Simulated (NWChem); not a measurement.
Everything below was run with NWChem. System: H2Sb, charge 0, spin multiplicity 2, at a geometry optimised with UB3LYP/def2-SVP with def2 effective core potentials on Sb. The structure started from a generated list of species. Its SCF solution wasn't tested for a lower state. Level: PBE/x2c-SVPall-2c, spin-orbit ZORA.

Input file:

```
start mol
memory heap 200 mb stack 900 mb global 1100 mb
geometry units angstroms nocenter noautoz noautosym
  Sb     0.000000     0.000000    -0.046052
  H     -1.223392     0.000000     1.174332
  H      1.223392     0.000000     1.174332
end
basis spherical
  * library x2c-svpall-2c
end
relativistic
  zora on
end
dft
  xc xpbe96 cpbe96
  odft
  mult 2
  semidirect memsize 60000000 filesize 0
  iterations 100
  grid fine
end
task sodft energy
```

NWChem printed:

```
             Northwest Computational Chemistry Package (NWChem) 7.3.0
             --------------------------------------------------------

                                NWChem Input Module
                                -------------------

 Scaling coordinates for geometry "geometry" by  1.889725989
 (inverse scale =  0.529177249)

                             Geometry "geometry" -> ""
                             -------------------------

 Output coordinates in angstroms (scale by  1.889725989 to convert to a.u.)

  No.       Tag          Charge          X              Y              Z
 ---- ---------------- ---------- -------------- -------------- --------------
    1 Sb                  51.0000     0.00000000     0.00000000    -0.04605200
    2 H                    1.0000    -1.22339200     0.00000000     1.17433200
    3 H                    1.0000     1.22339200     0.00000000     1.17433200

 Effective nuclear repulsion energy (a.u.)      31.4522167326

            Nuclear Dipole moment (a.u.)
            ----------------------------
        X                 Y               Z
 ---------------- ---------------- ----------------
     0.0000000000     0.0000000000     0.0000226767


 Summary of "ao basis" -> "" (spherical)
 ------------------------------------------------------------------------------
       Tag                 Description            Shells   Functions and Types
 ---------------- ------------------------------  ------  ---------------------
 *                       x2c-svpall-2c                on all atoms

  pbe96 is a nonlocal functional; adding pw91lda local functional.

                                 NWChem DFT Module
                                 -----------------

 Summary of "ao basis" -> "ao basis" (spherical)
 ------------------------------------------------------------------------------
       Tag                 Description            Shells   Functions and Types
 ---------------- ------------------------------  ------  ---------------------
 Sb                      x2c-svpall-2c              18       50   6s8p4d
 H                       x2c-svpall-2c               3        5   2s1p

 Summary of "ao basis" -> "ao basis" (spherical)
 ------------------------------------------------------------------------------
       Tag                 Description            Shells   Functions and Types
 ---------------- ------------------------------  ------  ---------------------
 Sb                      x2c-svpall-2c              18       50   6s8p4d
 H                       x2c-svpall-2c               3        5   2s1p

            General Information
            -------------------
          SCF calculation type: DFT
          Wavefunction type:  spin polarized.
          No. of atoms     :     3
          No. of electrons :    53
           Alpha electrons :    27
            Beta electrons :    26
          Charge           :     0
          Spin multiplicity:     2
          Use of symmetry is: off; symmetry adaption is: off
          Maximum number of iterations: 100
          AO basis - number of functions:    60
                     number of shells:    24
          Convergence on energy requested:  1.00D-06
          Convergence on density requested:  1.00D-05
          Convergence on gradient requested:  5.00D-04

              XC Information
              --------------
          PerdewBurkeErnzerhof Exchange Functional  1.000
            Perdew 1991 LDA Correlation Functional  1.000 local
           PerdewBurkeErnz. Correlation Functional  1.000 non-local

             Grid Information
             ----------------
          Grid used for XC integration:  fine
          Radial quadrature: Mura-Knowles
          Angular quadrature: Lebedev.
          Tag              B.-S. Rad. Rad. Pts. Rad. Cut. Ang. Pts.
          ---              ---------- --------- --------- ---------
          Sb                  1.45      141           8.0       974
          H                   0.35       60           8.0       590
          Grid pruning is: on
          Number of quadrature shells:   261
          Spatial weights used:  Erf1

          Convergence Information
          -----------------------
          Convergence aids based upon iterative change in
          total energy or number of iterations.
          Levelshifting, if invoked, occurs when the
          HOMO/LUMO gap drops below (HL_TOL):  1.00D-02
          DIIS, if invoked, will attempt to extrapolate
          using up to (NFOCK): 10 stored Fock matrices.

                    Damping( 0%)  Levelshifting(0.5)       DIIS
                  --------------- ------------------- ---------------
          dE  on:    start            ASAP                start
          dE off:    2 iters        100 iters           100 iters

      Screening Tolerance Information
      -------------------------------
          Density screening/tol_rho:  1.00D-10
          AO Gaussian exp screening on grid/accAOfunc:  14
          CD Gaussian exp screening on grid/accCDfunc:  20
          XC Gaussian exp screening on grid/accXCfunc:  20
          Schwarz screening/accCoul:  1.00D-10

 Performing spin-orbit DFT (SO-DFT) calculations
 -----------------------------------------------

          Performing ZORA calculations
          ----------------------------

      Superposition of Atomic Density Guess
      -------------------------------------

 Sum of atomic energies:       -6166.80811357

       Generating atomic ZORA corrections
       ----------------------------------

      Superposition of Atomic Density Guess
      -------------------------------------

 Sum of atomic energies:       -6166.80811357

      Non-variational initial energy
      ------------------------------

 Total energy =   -6166.766267
 1-e energy   =   -8618.830852
 2-e energy   =    2420.612368
 HOMO         =      -0.185530
 LUMO         =       0.067231

------------------------------------------------------------
EAF file 0: "./mol.aoints.0" size=524288 bytes
------------------------------------------------------------
               write      read    awrite     aread      wait
               -----      ----    ------     -----      ----
     calls:        1         0         0         0         0
   data(b): 5.24e+05  0.00e+00  0.00e+00  0.00e+00
   time(s): 0.00e+00  0.00e+00  0.00e+00  0.00e+00  0.00e+00
rate(mb/s): 0.00e+00  0.00e+00
------------------------------------------------------------

   convergence    iter        energy       DeltaE   RMS-Dens  Diis-err    time
 ---------------- ----- ----------------- --------- --------- ---------  ------
 d= 0,ls=0.0,diis     1  -6551.4890370073 -6.58D+03  8.55D-02  7.83D+03     7.1
                                                     8.53D-02  7.83D+03
 d= 0,ls=0.0,diis     2  -6556.5911611270 -5.10D+00  1.86D-02  1.17D+01     7.4
                                                     1.80D-02  1.17D+01
 d= 0,ls=0.0,diis     3  -6556.6482980243 -5.71D-02  1.08D-02  1.18D+00     7.8
                                                     1.05D-02  1.18D+00
 d= 0,ls=0.0,diis     4  -6556.6879394988 -3.96D-02  4.20D-03  5.63D-02     8.1
                                                     4.06D-03  5.63D-02
 d= 0,ls=0.0,diis     5  -6556.6959228553 -7.98D-03  1.19D-03  3.30D-03     8.4
                                                     1.15D-03  3.30D-03
 d= 0,ls=0.0,diis     6  -6556.6972163743 -1.29D-03  2.19D-04  1.77D-04     8.7
                                                     2.23D-04  1.77D-04
 d= 0,ls=0.0,diis     7  -6556.6973036585 -8.73D-05  1.42D-05  5.56D-07     9.0
                                                     1.60D-05  5.56D-07
 d= 0,ls=0.0,diis     8  -6556.6973038687 -2.10D-07  2.54D-06  5.94D-09     9.3
                                                     9.76D-07  5.94D-09
  zoraso: enough mem for repl

      Total SO-DFT energy =    -6556.697303873208
      One electron energy =    -9041.362877998754
           Coulomb energy =     2625.697070438630
    Exchange-Corr. energy =     -172.483713045674
 Nuclear repulsion energy =       31.452216732592

       Scaling correction =       93.131548463172

 Numeric. integr. density =       53.000000094530

     Total iterative time =      4.7s

                       DFT Final Molecular Orbital Analysis
                       ------------------------------------

 Vector   51  Occ=1.000000D+00  E=-2.558696D-01
              MO Center= -3.1D-07, -9.6D-08,  1.7D-02, r^2= 2.7D+00
  Bfn.         Coefficient        Function           Bfn.         Coefficient        Function
  ----     -------------------  ------------         ----     -------------------  ------------
    24    -0.397675  -0.000000  1 Sb pz                 5     0.387603   0.000000  1 Sb s
    15     0.314462  -0.000000  1 Sb pz                21    -0.301259   0.000000  1 Sb pz
     4    -0.292195  -0.000000  1 Sb s                  6     0.271316  -0.000000  1 Sb s
    51    -0.228179   0.000000  2 H  s                 56    -0.228179  -0.000000  3 H  s
    52    -0.169655   0.000000  2 H  s                 57    -0.169654  -0.000000  3 H  s

 Vector   52  Occ=1.000000D+00  E=-2.469733D-01
              MO Center=  4.2D-10,  2.2D-09, -2.9D-05, r^2= 2.0D-02
  Bfn.         Coefficient        Function           Bfn.         Coefficient        Function
  ----     -------------------  ------------         ----     -------------------  ------------
    65     0.029978   0.419168  1 Sb s                 84    -0.026728  -0.373728  1 Sb pz
    64    -0.022546  -0.315253  1 Sb s                 75     0.021971   0.307211  1 Sb pz
    81    -0.021229  -0.296836  1 Sb pz                66     0.020730   0.289860  1 Sb s
   111    -0.016486  -0.230523  2 H  s                116    -0.016486  -0.230522  3 H  s
   112    -0.013167  -0.184112  2 H  s                117    -0.013167  -0.184112  3 H  s

 Vector   53  Occ=1.000000D+00  E=-1.902901D-01
              MO Center=  8.0D-09,  2.5D-07, -5.3D-03, r^2= 2.3D+00
  Bfn.         Coefficient        Function           Bfn.         Coefficient        Function
  ----     -------------------  ------------         ----     -------------------  ------------
    23    -0.704601  -0.204545  1 Sb py                14     0.390352   0.113319  1 Sb py
    20    -0.369803  -0.107354  1 Sb py                11    -0.182336  -0.052932  1 Sb py
     8     0.051928   0.015075  1 Sb py                72     0.014447  -0.049767  1 Sb pz
    65    -0.013394   0.046140  1 Sb s                 66    -0.011287   0.038880  1 Sb s
    10    -0.011220   0.038654  1 Sb px                84     0.010352  -0.035659  1 Sb pz

 Vector   54  Occ=0.000000D+00  E=-1.419693D-01
              MO Center= -1.9D-09, -3.2D-10,  3.5D-03, r^2= 1.6D-02
  Bfn.         Coefficient        Function           Bfn.         Coefficient        Function
  ----     -------------------  ------------         ----     -------------------  ------------
    83    -0.000000  -0.739164  1 Sb py                74     0.000000   0.402651  1 Sb py
    80    -0.000000  -0.381397  1 Sb py                71     0.000000  -0.175630  1 Sb py
    68     0.000000   0.054198  1 Sb py                12     0.044477   0.000000  1 Sb pz
    70     0.038107   0.000001  1 Sb px                 6    -0.031922  -0.000000  1 Sb s
    52     0.030752  -0.000000  2 H  s                 57     0.030752   0.000000  3 H  s

 Vector   55  Occ=0.000000D+00  E=-2.757299D-02
              MO Center=  1.3D-07,  2.1D-08,  1.7D-01, r^2= 3.5D+00
  Bfn.         Coefficient        Function           Bfn.         Coefficient        Function
  ----     -------------------  ------------         ----     -------------------  ------------
    22     1.026583  -0.188818  1 Sb px                57    -0.660814   0.121543  3 H  s
    52     0.660814  -0.121543  2 H  s                 13    -0.277461   0.051033  1 Sb px
    56    -0.237518   0.043686  3 H  s                 51     0.237518  -0.043686  2 H  s
    19     0.237215  -0.043631  1 Sb px                39    -0.147073   0.027051  1 Sb d  1
    10     0.115147  -0.021179  1 Sb px                44     0.109723  -0.020181  1 Sb d  1

 Vector   56  Occ=0.000000D+00  E=-2.033964D-02
              MO Center= -9.1D-10,  1.2D-10,  1.1D-02, r^2= 5.7D-02
  Bfn.         Coefficient        Function           Bfn.         Coefficient        Function
  ----     -------------------  ------------         ----     -------------------  ------------
    82    -1.042207  -0.000000  1 Sb px               112    -0.664146  -0.000000  2 H  s
   117     0.664146   0.000000  3 H  s                 73     0.289420   0.000000  1 Sb px
    79    -0.251288  -0.000000  1 Sb px               116     0.230055   0.000000  3 H  s
   111    -0.230055  -0.000000  2 H  s                 99     0.145777   0.000000  1 Sb d  1
    70    -0.118412  -0.000000  1 Sb px               104    -0.111302  -0.000000  1 Sb d  1

   alpha - beta orbital overlaps
   -----------------------------

   alpha      1      2      3      4      5      6      7      8      9     10
    beta      1      2      3      4      5      5      7      8      9     10
 overlap   1.168  1.516  1.807  1.841  0.830  0.276  1.261  1.259  1.261  1.735

   alpha     11     12     13     14     15     16     17     18     19     20
    beta     11     12     13     14     15     13     14     15     56     14
 overlap   1.727  1.736  1.287  1.206  1.305  0.012  0.011  0.012  0.091  0.093

   alpha     21     22     23     24     25     26     27     28     29     30
    beta     24     13     14     15     10     11     12      7      8      9
 overlap   0.115  0.116  0.022  0.155  0.023  0.024  0.023  0.078  0.079  0.078

   alpha     31     32     33     34     35     36     37     38     39     40
    beta     31     32     33     34     35     36     37     38     39     40
 overlap   1.136  1.136  1.136  1.137  1.136  1.098  1.098  1.099  1.103  1.099

   alpha     41     42     43     44     45     46     47     48     49     50
    beta     36     37     38     39     40     36     37     38     39     40
 overlap   0.043  0.042  0.040  0.035  0.042  0.023  0.023  0.023  0.023  0.023

   alpha     51     52     53     54     55     56     57     58     59     60
    beta     51     51     51     36     51     56     56     56     36     56
 overlap   0.178  0.101  0.007  0.001  0.007  0.178  0.101  0.007  0.001  0.007

     --------------------------
     Expectation value of S2:
     --------------------------
      <S2> =      0.7634 (Exact =     0.7500)

     Multipole analysis of the density
     ---------------------------------

     L   x y z        total         alpha         beta         nuclear
     -   - - -        -----         -----         ----         -------
     0   0 0 0     -0.000000    -26.996542    -26.003458     53.000000

     1   1 0 0      0.000000      0.000000      0.000000      0.000000
     1   0 1 0      0.000000     -0.000000      0.000000      0.000000
     1   0 0 1     -0.055280      0.016366     -0.071669      0.000023

     2   2 0 0    -20.831050    -16.553750    -14.966838     10.689538
     2   1 1 0      0.000000     -0.000000      0.000000      0.000000
     2   1 0 1      0.000000      0.000000      0.000000      0.000000
     2   0 2 0    -21.057070    -13.327180     -7.729891      0.000000
     2   0 1 1     -0.000000      0.000000     -0.000000      0.000000
     2   0 0 2    -21.748217    -16.761516    -15.222341     10.235640

 Task  times  cpu:        9.6s     wall:        9.6s

 Total times  cpu:        9.6s     wall:        9.6s
```
